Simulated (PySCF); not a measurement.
## Broadened absorption spectrum of (Cl2Al-mu-F)2

(Cl2Al-mu-F)2.
Bonds: Al1–Cl2, Al1–Cl3, Al1–F4, Al1–F8, F4–Al5, Al5–Cl6, Al5–Cl7, Al5–F8.

Theory: TDDFT wB97X-D/def2-SVPD, vertical, gas phase, core orbitals frozen in the response in PySCF 2.14.0, density-fitted response routines. One conformer (not necessarily the lowest) at the PBE0-D3(BJ)/def2-SVP geometry, without solvent, vibrations or thermal averaging.

Computed states:

| state | E (eV) | f |
| --- | --- | --- |
| S1 | 7.74 | 0.0000 |
| S2 | 7.81 | 0.069 |
| S3 | 7.88 | 0.0000 |
| S4 | 7.90 | 0.0000 |
| S5 | 8.20 | 0.0000 |
| S6 | 8.21 | 0.222 |
| S7 | 8.33 | 0.0000 |
| S8 | 8.35 | 0.225 |
| S9 | 8.63 | 0.0000 |
| S10 | 8.67 | 0.0000 |
| S11 | 8.99 | 0.010 |
| S12 | 9.02 | 0.0000 |
| S13 | 9.08 | 0.0000 |
| S14 | 9.18 | 0.0003 |
| S15 | 9.32 | 0.011 |

Broadening: Gaussians 0.3 eV wide at half height, area fixed by f = 4.319×10⁻⁹ ∫ε dν̃. The width is an assumption, not a result. The curve ends short of the highest state used, and states not computed would add to its high-energy end.

Task: Give the broadened spectrum and its maxima.

Result: 
(E (eV), ε (L mol⁻¹ cm⁻¹)): (7.29, 2), (7.32, 4), (7.34, 7), (7.37, 16), (7.40, 35), (7.42, 57), (7.45, 115), (7.47, 176), (7.50, 321), (7.53, 554), (7.55, 772), (7.58, 1214), (7.60, 1592), (7.63, 2283), (7.66, 3096), (7.68, 3679), (7.71, 4553), (7.73, 5092), (7.76, 5758), (7.78, 6071), (7.81, 6308), (7.84, 6276), (7.86, 6141), (7.89, 5869), (7.91, 5724), (7.94, 5721), (7.97, 6177), (7.99, 6835), (8.02, 8460), (8.04, 10000), (8.07, 12973), (8.10, 16619), (8.12, 19304), (8.15, 23470), (8.17, 26172), (8.20, 29818), (8.23, 32644), (8.25, 33921), (8.28, 34772), (8.30, 34587), (8.33, 33201), (8.36, 30619), (8.38, 28358), (8.41, 24405), (8.43, 21557), (8.46, 17244), (8.49, 13175), (8.51, 10726), (8.54, 7568), (8.56, 5836), (8.59, 3792), (8.61, 2768), (8.64, 1662), (8.67, 964), (8.69, 669), (8.72, 408)

Maxima: 159 nm (7.82 eV), ε about 6300, made up of S2 (97%); 150 nm (8.28 eV), ε about 35000, made up of S6 (50%) and S8 (50%) (ε in L mol⁻¹ cm⁻¹; maxima over ε = 5, shares over 10%).

Task: What would ε be at 8.28 eV, the highest of these maxima, with half the width (0.15 eV)?

Result: About 45100 L mol⁻¹ cm⁻¹ against 34800, a factor of about 1.3; a lone state at its own centre would give exactly 2.

Task: Coming from long wavelengths, where does ε first pass 100 L mol⁻¹ cm⁻¹?

Result: At about 167 nm (7.44 eV), 0.30 eV below S1.

All these states lie below the vertical ionisation energy of 11.97 eV (ΔSCF).
